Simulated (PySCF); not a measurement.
## Spin states of KS

Unrestricted PBE0; basis K def2-SVPD, S def2-SVPD; no relativity; PySCF 2.14. Outer shells of the fragments: K 4s1; S 3s2 3p4.

Followed along the bond (rough minima from three points):

| 2Ms+1 | unpaired | ⟨S²⟩ at the start | R at minimum (Å) | Te (eV) |
| --- | --- | --- | --- | --- |
| 2 | π ↑ | 0.75 | 2.86 | 0.00 |
| 2 | σ ↑ | 0.75 | 2.74 | 0.29 |
| 4 | σ ↑, π ↑↑ | 3.75 | none in the scan | ≤ 2.71 |

Solutions found at the starting distance of 2.930 Å, counted from the lowest of them; the search is not exhaustive and high or unbound solutions are not listed, so other states can lie among these:

```json
{"2Ms+1": "2", "unpaired": "π ↑", "term": "²Π", "E (eV)": "0.00", "⟨S²⟩": "0.75", "⟨Lz²⟩": "1.01", "μ (D)": "-10.91"}
{"2Ms+1": "2", "unpaired": "σ ↑", "term": "²Σ⁺", "E (eV)": "0.35", "⟨S²⟩": "0.75", "⟨Lz²⟩": "0.00", "μ (D)": "-11.38"}
{"2Ms+1": "4", "unpaired": "σ ↑, π ↑↑", "term": "⁴Σ⁻", "E (eV)": "2.85", "⟨S²⟩": "3.75", "⟨Lz²⟩": "0.00", "μ (D)": "2.46"}
{"2Ms+1": "2", "unpaired": "σ ↓, π ↑↑", "term": "mixed", "E (eV)": "2.89", "⟨S²⟩": "1.75", "⟨Lz²⟩": "0.00", "μ (D)": "3.02"}
{"2Ms+1": "4", "unpaired": "σ ↑↑, π ↑", "term": "⁴Π", "E (eV)": "3.07", "⟨S²⟩": "3.75", "⟨Lz²⟩": "1.01", "μ (D)": "2.72"}
{"2Ms+1": "2", "unpaired": "σ ↑, π ↑↓", "term": "mixed", "E (eV)": "3.30", "⟨S²⟩": "1.76", "⟨Lz²⟩": "2.02", "μ (D)": "2.73"}
{"2Ms+1": "4", "unpaired": "π ↑↑↑", "term": "⁴Π", "E (eV)": "3.99", "⟨S²⟩": "3.75", "⟨Lz²⟩": "1.00", "μ (D)": "1.64"}
{"2Ms+1": "4", "unpaired": "σ ↑, π ↑↑", "term": "mixed", "E (eV)": "4.25", "⟨S²⟩": "3.75", "⟨Lz²⟩": "2.01", "μ (D)": "1.51"}
{"2Ms+1": "4", "unpaired": "σ ↑, π ↑↑", "term": "mixed", "E (eV)": "4.32", "⟨S²⟩": "3.75", "⟨Lz²⟩": "2.01", "μ (D)": "1.92"}
```

A term symbol is given only where ⟨S²⟩ and ⟨Lz²⟩ are close to those of a pure state; real π, δ and φ orbitals otherwise mix terms. A positive dipole means K(−)S(+).

Task: Compare the gap between the two lowest followed solutions at the starting distance with the gap between their minima.

Result: At PBE0 the second solution (doublet, unpaired electrons σ ↑) lies +0.35 eV from the first (doublet, unpaired electrons π ↑) at 2.930 Å and +0.29 eV at the minima; the two curves relax by different amounts, since their minima lie near 2.74 and 2.86 Å.

Counting both spins, an empty level lies below a filled one in some of these solutions, because spin and occupation are held.
